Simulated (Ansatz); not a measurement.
Mulliken charges of C3H3I, SMILES `IC1=CC1` from ωB97M-V/def2-TZVPP in Ansatz (PBE0-D4/def2-TZVP geometry).

| atom | x (Å) | y (Å) | z (Å) | charge (e) |
| --- | --- | --- | --- | --- |
| I1 | -1.983 | -1.906 | 0.051 | 0.115 |
| C2 | -0.425 | -0.601 | 0.051 | -0.108 |
| C3 | 0.825 | -0.379 | 0.260 | -0.157 |
| C4 | 0.002 | 0.799 | -0.212 | -0.224 |
| H5 | 1.805 | -0.711 | 0.551 | 0.179 |
| H6 | -0.265 | 1.584 | 0.495 | 0.097 |
| H7 | 0.103 | 1.145 | -1.241 | 0.097 |

Task: By hand: the dipole of these point charges (1 e Å = 4.8032 D).

Result: Σ q r = (-0.005, -0.136, 0.033) e Å, of length 0.140 e Å = 0.67 D.

Task: How does the dipole of the full density compare? (Best estimate.)

Result: Computed: (0.151, 0.025, 0.026) e Å, 0.75 D; the point charges give 0.89 times that, at 99° from its direction.

Point charges leave out the atoms' own dipoles, such as those of lone pairs, and Mulliken's split depends on the basis, so the two needn't agree.
